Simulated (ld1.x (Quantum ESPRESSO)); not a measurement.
PBEsol TM dataset for Pt (Z = 78), fully relativistic all-electron reference.

```json
{
  "Element": "Pt",
  "Generator": "ld1.x (Quantum ESPRESSO) 7.5",
  "Type": "norm-conserving Troullier–Martins (Kleinman–Bylander form)",
  "Functional": "PBEsol",
  "Relativity": "fully relativistic",
  "Frozen core": "[Xe] 4f14",
  "Valence charge": "10",
  "Reference configuration": "5d10 6s0 6p0",
  "Partial waves": "6p (bound, empty): rc 3.15 bohr; 5d (bound): rc 1.55 bohr; 6s (bound, empty): rc 1.95 bohr",
  "Local potential": "the s channel",
  "Core correction": "Bessel-smoothed model core inside 0.90 bohr"
}
```

Open shells are filled in proportion to 2j + 1 (rel_dist='average').

All-electron outer shells of the reference configuration (PBEsol, scalar-relativistic, ld1.x):

| shell | level (eV) | outermost node (bohr) | outermost maximum (bohr) |
| --- | --- | --- | --- |
| 4f | -67.64 | – | 0.38 |
| 5p | -53.75 | 0.53 | 0.98 |
| 6s | -4.91 | 1.15 | 2.44 |
| 5d | -4.48 | 0.57 | 1.28 |
| 6p | -0.48 | 1.37 | 3.93 |

Task: Estimate the cutoffs (Ry, on a coarse ladder) from which the occupation-weighted sum of valence levels, in a spherical-Bessel basis at the reference potential, stays within 10 and 1 mRy of its value at 400 Ry.

Result: 40 Ry and 70 Ry.

Task: What does a ghost test show?

Result: No extra level below or beside the all-electron valence levels (p1/2, p3/2, d3/2, d5/2, s, f tested).

Task: Tests: 5d9 6s1 6p0; 5d9 6s0 6p0; 5d8 6s0 6p0; 5d8 6s1 6p0; 5d9 6s0.5 6p0; 5d9 6s0 6p1; 5d7 6s0 6p0. Which has the largest error in its energy relative to the reference configuration, and how large is it?

Result: 5d7 6s0 6p0, with -630 meV (all-electron minus pseudo) on +61.53 eV.
